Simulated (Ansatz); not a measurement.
Total energies of `[C-]#[N+]CCCCCCCCCC` from Ansatz at PBE0-D4/def2-SVP, gas phase (1 Eh = 27.2114 eV = 2625.5 kJ/mol). The reference geometry is relaxed at PBE-D4/def2-SVP.

```
atom   x (Å)   y (Å)   z (Å)
  C1  -1.883  -1.648  -7.023
  N2  -1.520  -1.834  -5.909
  C3  -1.093  -2.014  -4.567
  C4  -1.138  -0.714  -3.753
  C5  -0.678  -0.916  -2.307
  C6  -0.713   0.369  -1.475
  C7  -0.260   0.178  -0.024
  C8  -0.291   1.471   0.798
  C9   0.086   1.306   2.276
 C10   1.536   0.871   2.521
 C11   1.957   0.857   3.998
 C12   1.204  -0.155   4.866
 H13  -0.060  -2.426  -4.579
 H14  -1.736  -2.788  -4.094
 H15  -0.502   0.046  -4.256
 H16  -2.174  -0.314  -3.774
 H17   0.355  -1.331  -2.300
 H18  -1.315  -1.688  -1.819
 H19  -0.073   1.139  -1.962
 H20  -1.744   0.788  -1.488
 H21   0.766  -0.252  -0.019
 H22  -0.907  -0.585   0.467
 H23  -1.312   1.910   0.732
 H24   0.386   2.219   0.326
 H25  -0.613   0.580   2.747
 H26  -0.088   2.273   2.800
 H27   2.212   1.554   1.960
 H28   1.706  -0.142   2.090
 H29   1.827   1.879   4.422
 H30   3.047   0.647   4.056
 H31   1.312  -1.185   4.466
 H32   0.119   0.067   4.919
 H33   1.587  -0.160   5.906
```

| state | geometry | energy (Eh) |
| --- | --- | --- |
| charge 0 singlet | reference | -485.61470 |
| charge 1 doublet | reference | -485.24673 |
| charge -1 doublet | reference | -485.52950 |
| free C atom (triplet) | – | -37.76066 |
| free N atom (quartet) | – | -54.47898 |
| free H atom (doublet) | – | -0.50029 |

(1) Work out the vertical ionisation energy to the doublet.

(2) Work out the vertical electron affinity, to the doublet.

(3) Give the fundamental gap IE − EA, the Mulliken electronegativity (IE + EA)/2 and the hardness (IE − EA)/2.

(4) What is the binding energy per atom against free atoms?

(1) E(charge 1 doublet) − E(charge 0 singlet) = -485.24673 − (-485.61470) = 0.36797 Eh = 10.01 eV. For comparison, −ε of the highest occupied level is 8.43 eV at this level, 1.58 eV less.

(2) E(charge 0 singlet) − E(charge -1 doublet) = -485.61470 − (-485.52950) = -0.08520 Eh = -2.32 eV; negative, so the extra electron isn't bound. The basis lacks diffuse functions, which makes affinities too small.

(3) From the values in Eh: IE − EA = 0.36797 − (-0.08520) = 0.45317 Eh = 12.33 eV; (IE + EA)/2 = 3.85 eV; (IE − EA)/2 = 6.17 eV. The HOMO–LUMO gap of the same run is 9.24 eV, 3.09 eV smaller than the fundamental gap.

(4) Atoms: 11 × (-37.76066) + 1 × (-54.47898) + 21 × (-0.50029) = -480.35233 Eh. Binding: -480.35233 − (-485.61470) = 5.26237 Eh = 143.20 eV, or 4.34 eV for each of 33 atoms (no zero-point energy, no counterpoise term).

At PBE0-D4/def2-SVP the highest occupied level of the charge -1 doublet lies above zero (up to 3.55 eV). By energy differences it is unbound by 2.32 eV (vertical, to the charge 0 singlet, at PBE0-D4/def2-SVP) and held by the finite basis.
